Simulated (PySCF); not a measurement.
Species: SiEtBr3, C₂H₅Br₃Si.
Geometry (PBE0-D3(BJ)/def2-SVP, Å), atoms numbered from 1 in this order:
```xyz
11
C2H5Br3Si angstrom
Si    -0.229   -0.447   -1.307
C     -0.271   -0.414    0.558
C      0.457    0.763    1.197
H      0.155   -1.378    0.885
H     -1.337   -0.435    0.844
H      0.388    0.716    2.294
H      1.524    0.768    0.929
H      0.028    1.725    0.876
Br     1.869   -0.482   -2.029
Br    -1.216    1.350   -2.151
Br    -1.271   -2.251   -2.063
```

Method: PySCF, TDDFT B3LYP/def2-SVPD, vertical, gas phase, core orbitals frozen in the response. The B3LYP/def2-SVPD calculation is non-relativistic and has no spin–orbit coupling, an omission that weighs most on bromine.

Orbital energies (eV): HOMO-3 -8.46, HOMO-2 -8.41, HOMO-1 -8.40, HOMO -8.10, LUMO -1.29, LUMO+1 -0.22, LUMO+2 -0.08.

Problem. Among the lowest singlets, which states do these configurations lead, and at what energies: HOMO→LUMO, HOMO→LUMO+1?

Solution. 

```json
{"state": "S1", "leading configuration": "HOMO→LUMO", "weight": "0.99", "Δε (eV)": "6.82", "E (eV)": "5.80", "E − Δε (eV)": "-1.01", "f": "0.0000", "other configurations": "–"}
{"state": "S7", "leading configuration": "HOMO→LUMO+1", "weight": "0.90", "Δε (eV)": "7.89", "E (eV)": "7.01", "E − Δε (eV)": "-0.87", "f": "0.027", "other configurations": "–"}
```

E − Δε runs from -1.01 to -0.87 eV. Among themselves, these states come in the order of their orbital differences. Δε is the difference of the two orbital energies.

H and L stand for HOMO and LUMO. The other states: S2 6.15 eV, f 0.034, H-2/H-1→L (≥95%); S3 6.17 eV, f 0.035, H-2/H-1→L (≥92%); S4 6.24 eV, f 0.041, H-3→L (94%); S5 6.66 eV, f 0.021, H-4→L (94%); S6 6.67 eV, f 0.022, H-5→L (94%); S8 7.10 eV, f 0.017, H→L+2 (85%), H-3→L+1 (9%); S9 7.21 eV, f 0.0019, H-2/H-1→L+1 (≥91%); S10 7.27 eV, f 0.012, H-2/H-1→L+1 (≥89%).

Problem. Pair triplets and singlets of the same leading configuration (75% or more in both) and give the splittings.

Solution. 

```tsv
configuration	triplet	E(T) (eV)	singlet	E(S) (eV)	E(S) − E(T) (eV)
HOMO→LUMO	T1	5.48	S1	5.80	+0.33
```

The 4 triplets are Tamm–Dancoff values, the singlets full response.
